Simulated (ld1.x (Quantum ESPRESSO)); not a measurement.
# Plane-wave convergence, TM potential for Li

* Element: lithium
* Generator: ld1.x (Quantum ESPRESSO) 7.5
* Type: norm-conserving Troullier–Martins (Kleinman–Bylander form)
* Functional: PW91
* Relativity: scalar-relativistic
* Frozen core: none
* Valence charge: 3
* Reference configuration: 1s2 2s0.5 2p0 (charge +0.5)
* Partial waves: 1s (bound): rc 0.40 bohr; 3d channel at -0.15 Ry: rc 4.15 bohr; 2p (bound, empty): rc 3.80 bohr
* Local potential: the p channel
* Core correction: none

Occupied shells without a wave of their own: 2s. They enter only through the test configuration that unscreens the potential.

The pseudo-atom Hamiltonian at the reference potential is diagonalised in spherical Bessel functions j_l(qr) that vanish at 20 bohr, with q² up to the cutoff. All-electron valence levels (Ry): 1s -4.1118, 2s -0.3935, 2p -0.2470.

How do the lowest levels (Ry) of each channel move with the cutoff, and are there ghosts?

| cutoff (Ry) | s #1 | s #2 | s #3 | d #1 | p #1 | f #1 | f #2 | Σ f·Δε (mRy) |
| --- | --- | --- | --- | --- | --- | --- | --- | --- |
| 8 | -1.6377 | -0.2639 | -0.0515 | -0.0475 | -0.2469 | 0.0318 | 0.1343 | 5019.1 |
| 18 | -2.2358 | -0.3211 | -0.0706 | -0.0475 | -0.2470 | 0.0318 | 0.1343 | 3794.3 |
| 35 | -2.8778 | -0.3623 | -0.0823 | -0.0475 | -0.2470 | 0.0318 | 0.1343 | 2489.6 |
| 55 | -3.3488 | -0.3851 | -0.0882 | -0.0475 | -0.2470 | 0.0318 | 0.1343 | 1536.2 |
| 90 | -3.7265 | -0.4001 | -0.0919 | -0.0475 | -0.2470 | 0.0318 | 0.1343 | 773.4 |
| 140 | -3.9513 | -0.4079 | -0.0938 | -0.0475 | -0.2470 | 0.0318 | 0.1343 | 319.8 |
| 230 | -4.0754 | -0.4119 | -0.0947 | -0.0475 | -0.2470 | 0.0318 | 0.1343 | 69.6 |
| 400 | -4.1099 | -0.4130 | -0.0950 | -0.0475 | -0.2470 | 0.0318 | 0.1343 | 0.0 |

Result: no extra level below or beside the all-electron valence levels (s, d, p, f tested); 10 mRy is reached at over 300 Ry and 1 mRy at over 300 Ry.
